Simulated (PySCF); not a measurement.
SMILES CO[Te][Si](C)(C)C, singlet (GFN2-xTB optimised geometry):

```
19

Te    -1.963    -0.680     0.000
O     -1.996     1.347     0.000
C     -2.200     2.006     1.208
H     -1.432     1.766     1.949
H     -2.152     3.075     0.989
H     -3.181     1.785     1.638
Si     0.576    -0.680     0.000
C      1.259     0.093     1.613
C      1.208     0.320    -1.498
C      1.119    -2.505    -0.111
H      2.342     0.019     1.659
H      1.001     1.147     1.670
H      0.856    -0.396     2.496
H      0.698     1.278    -1.541
H      1.009    -0.199    -2.431
H      2.276     0.511    -1.442
H      0.722    -2.982    -1.002
H      0.781    -3.075     0.747
H      2.200    -2.577    -0.151
```

Level of theory: PBE0/def2-SVP, def2 effective core potentials past Kr (PySCF).

What are the frontier orbital energies and the dipole moment?

HOMO-2 -8.31 eV, HOMO-1 -6.95 eV, HOMO -5.99 eV, LUMO -1.60 eV, LUMO+1 0.60 eV; dipole moment 2.02 D.
